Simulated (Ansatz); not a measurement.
One change: `[SiH3][SnH2][SH]` becomes `[F][SnH2][SH]`.

Ansatz, PBE0-D4/def2-TZVP geometries, multiplicity 1. Each molecule was computed in one conformer, which needn't be the lowest.

Elements past krypton have def2 core potentials.

```
                                                                                  property  `[SiH3][SnH2][SH]`
                                                       HOMO–LUMO gap (PBE/def2-TZVPP) / eV                4.42
                                                        LUMO energy (PBE0/def2-TZVPP) / eV               -0.75
ideal-gas entropy at 298 K and 1 bar (rigid rotor, harmonic PBE0-D4/def2-TZVP) / J/(mol·K)                 373
                                                       HOMO energy (B3LYP/def2-TZVPP) / eV               -6.93
                                                     LUMO energy (ωB97M-V/def2-TZVPP) / eV                0.90
                                                         LUMO energy (PBE/def2-TZVPP) / eV               -1.55
```

(1) What does the change do to each property? (An estimate is asked.)

Results:

(1) Ansatz gave: 
| property | `[F][SnH2][SH]` | shift |
| --- | --- | --- |
| HOMO–LUMO gap (PBE/def2-TZVPP) / eV | 4.79 | 0.37 |
| LUMO energy (PBE0/def2-TZVPP) / eV | -0.91 | -0.16 |
| ideal-gas entropy at 298 K and 1 bar (rigid rotor, harmonic PBE0-D4/def2-TZVP) / J/(mol·K) | 322 | -51 |
| HOMO energy (B3LYP/def2-TZVPP) / eV | -7.63 | -0.70 |
| LUMO energy (ωB97M-V/def2-TZVPP) / eV | 0.92 | 0.02 |
| LUMO energy (PBE/def2-TZVPP) / eV | -1.84 | -0.29 |

With PBE0 the HOMO falls by 0.71 eV and the LUMO falls by 0.16 eV, so the gap widens by about 0.55 eV. PBE moves the HOMO by -0.66 eV and ωB97M-V by -0.72 eV. The zero-point energy changes by -58.3 kJ/mol with -9 modes. Modes under 60 cm⁻¹, often nearly free rotors, make the harmonic entropy too high.

B3LYP here is the variant with VWN-RPA as its local correlation; programs differ in this.
